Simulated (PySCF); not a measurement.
C4H12O2Si.
Atom-mapped SMILES: `[CH3:1][O:2][Si:3]([CH3:4])([CH3:5])[O:6][CH3:7]` (hydrogens: H8, H9, H10 on C1; H11, H12, H13 on C4; H14, H15, H16 on C5; H17, H18, H19 on C7)

Structure used (PBE0-D3(BJ)/def2-SVP), in Å, numbered top down from 1:
```
atom  x, y, z in Å
C1     2.5172    0.6511   -0.5869
O2     1.5534   -0.3228   -0.8692
Si3    0.0464   -0.3789   -0.1799
C4    -0.8931   -1.7132   -1.0714
C5     0.1532   -0.6908    1.6617
O6    -0.6160    1.1326   -0.4438
C7    -1.8351    1.5924    0.0521
H8     2.9159    0.5551    0.4407
H9     2.1144    1.6723   -0.7035
H10    3.3603    0.5310   -1.2849
H11   -0.9505   -1.4878   -2.1469
H12   -1.9182   -1.8173   -0.6833
H13   -0.3864   -2.6835   -0.9524
H14    0.6729   -1.6398    1.8666
H15    0.7046    0.1161    2.1696
H16   -0.8462   -0.7525    2.1217
H17   -2.6922    1.0006   -0.3221
H18   -1.8745    1.5782    1.1580
H19   -1.9866    2.6341   -0.2723
```

Linear response at wB97X-D/def2-SVPD (PySCF, frozen core in the response, non-relativistic).

Static isotropic polarisability: 81.01 au (12.00 Å³), principal values 77.4, 80.5, 85.1 au.

(1) What is the polarisability at 1064 nm and at the sodium D line?

(2) What is the isotropic C6 coefficient between two such molecules, C6 = (3/π)∫α(iω)² dω?

(3) Which effective excitation energy ω̄ makes London's formula C6 = (3/4)α²ω̄ exact here?

(4) What molar refraction at the D line follows from R = (4π/3)·N_A·α′, with α′ the polarisability volume?

(5) What three-body coefficient follows from the one-pole estimate C9 = (3/4)·α·C6?

(6) The lowest 6 singlets have (eV, f): 7.60, 0.010; 7.93, 0.002; 8.38, 0.003; 8.46, 0.044; 8.56, 0.007; 8.64, 0.023. What share of the static polarisability do they carry in the sum over states α = Σ f/ω²?

Results:

(1) 81.55 au at 1064 nm (+0.7 %), 82.80 au at 589.3 nm (+2.2 %). The rise at 589.3 nm is 3.33 times that at 1064 nm; a pure ω² law gives 3.26. The lowest singlet lies at 163 nm, shorter than both wavelengths.

(2) 2900 au (Eh·bohr⁶) by a ten-point quadrature over imaginary frequencies, which is 1730 eV·Å⁶ or 167 J·nm⁶/mol.

(3) ω̄ = 4·C6/(3α²) = 0.589 Eh = 16.0 eV. A one-pole form α(ω) = α/(1 − ω²/ω̄²) fitted to the 1064 nm value gives 14.3 eV.

(4) α′ = 12.27 Å³ gives R = 30.95 cm³/mol, for isolated, non-vibrating species.

(5) 176000 au. This is an estimate from the two numbers above, not a computed integral.

(6) 0.93 au, 1.2 % of α; the largest term, 0.46 au, is that of the state at 8.46 eV. Their oscillator strengths add up to 0.09. Higher states carry the rest.

The run took about 2.4 min of CPU time (one thread, shared machine). This is the whole response run at wB97X-D/def2-SVPD, SCF included.

One conformer stands for the species.

The pairwise dispersion term of wB97X-D wasn't added to the energies; at a given geometry it leaves orbitals and properties as they are.
